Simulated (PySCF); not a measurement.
**K: interval between two levels**

K [Ar] 4s1 [2S1/2, M_J = 1/2] → K [Ar] 3d1 [2D5/2, M_J = 5/2], as a difference of total energies. Computed with PySCF 2.14 in x2c-TZVPall-2c with one added diffuse shell each of s, p, d type (7s7p4d, 48 functions), with the two-component X2C-1e Hamiltonian. Correlated levels: [Ne] frozen. "Screened" scales the spin-orbit matrix elements by Boettger's factors to mimic the two-electron term; Breit and QED terms are absent.

```json
{"method": "GHF (spin-free)", "interval between two levels (cm⁻¹)": "20074"}
{"method": "GMP2 (spin-free)", "interval between two levels (cm⁻¹)": "21806"}
{"method": "GHF (screened spin-orbit)", "interval between two levels (cm⁻¹)": "20073"}
{"method": "GMP2 (screened spin-orbit)", "interval between two levels (cm⁻¹)": "21805"}
```

Errors of the correlated levels include the incompleteness of this basis and the frozen core.

For comparison: 21535 cm⁻¹ (measured; NIST Handbook of Basic Atomic Spectroscopic Data (Sansonetti and Martin, J. Phys. Chem. Ref. Data 34, 1559 (2005))).
